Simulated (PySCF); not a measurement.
# Dipole response of Pd⁺ (palladium, charge +1)

[Kr] 4d9, 2D determinant. Calculation: PySCF 2.14, in x2c-QZVPPall with one added diffuse shell each of s, p, d, f, g type (14s9p8d5f3g, 143 functions); the spin-free X2C one-electron Hamiltonian (Gaussian nucleus). Coupled (time-dependent) response in atomic units; α is the mean over directions.

| method | mean α (bohr³) | α xx, yy, zz | C₆ (like pair) | S(−4) |
| --- | --- | --- | --- | --- |
| PBE0 | 11.58 | 11.31, 11.31, 12.11 | 70.63 | 47.80 |

S(−4) is the Cauchy moment in α(ω) = α(0) + S(−4) ω² + …

Spin-orbit coupling is absent.

α(iu) at PBE0:

```tsv
u (hartree)	α(iu) (bohr³)
0	11.58
0.0500	11.46
0.100	11.13
0.200	10.09
0.300	8.922
0.500	6.973
0.750	5.315
1.00	4.198
1.50	2.813
2.00	2.009
3.00	1.160
5.00	0.5250
```

For an ion, C₆ is the dispersion term alone; charge-induced terms of lower order in 1/R come first.

The components differ because the open shell of this determinant is not spherical; for a pure term their mean is the scalar polarisability.
